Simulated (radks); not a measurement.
Task: Neutral technetium, [Kr] 4d5 5s2. Method: non-relativistic Kohn-Sham, exchange-only LDA, spin-polarised, spherical densities, point nucleus; computed with a radial shooting solver on a logarithmic mesh with Libxc functionals. Every spin shell is full or empty, so the densities are truly spherical. Functionals are evaluated on that one density, not self-consistently. Rank these orbital-free kinetic functionals by their error against the exact value of the orbitals, and give that value: Thomas-Fermi, von Weizsacker, TF + vW, TF + vW/9, TF + vW/5, LC94, APBEK, revAPBEK, Perdew 92, Thakkar, Pearson, LKT, PG1, DePristo-Kress, Ernzerhof.

Result: Exact: 4198.37 hartree. From best to worst, with 100 (|E| - |E exact|)/|E exact| (equal figures are ties): LC94 +0.07, DePristo-Kress -0.07, APBEK +0.13, revAPBEK +0.33, Ernzerhof -0.38, Thakkar -0.52, Perdew 92 -0.68, TF + vW/9 -0.68, Pearson -0.96, TF + vW/5 +3.20, Thomas-Fermi -5.54, PG1 +16.00, LKT +20.32, TF + vW +38.13, von Weizsacker -56.34.
